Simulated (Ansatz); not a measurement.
Basis-set extrapolation for `[CH3][Al]([NH2])[SiH3]` (PBE0-D4/def2-TZVP geometry, frozen core, the Gaussian-basis code of Ansatz). Multiplicity 1, RHF reference.

|  | def2-TZVPP | def2-QZVPP |
| --- | --- | --- |
| HF | -627.926412 | -627.947433 |
| MP2 correlation | -0.604833 | -0.646659 |
| CCSD(T) correlation | -0.683233 | not run |

Energies in hartree. Use E(X) = E(∞) + A·exp(−7.88·√X) for Hartree–Fock and E(X) = E(∞) + B·X^(−2.97) for correlation, with X = 3 and 4, and add CCSD(T) minus MP2 of the smaller set to the MP2 limit.

Task: What is the CCSD(T) energy at the basis-set limit?

Result: HF limit: -627.947433 + (-0.021021) × 0.13774 = -627.95033. MP2 limit: -0.646659 + (-0.041826) × 0.74074 = -0.67764. Higher-order term: -0.683233 − (-0.604833) = -0.07840. Total: -628.70637 hartree, 254.0 kJ/mol below CCSD(T)/def2-TZVPP.
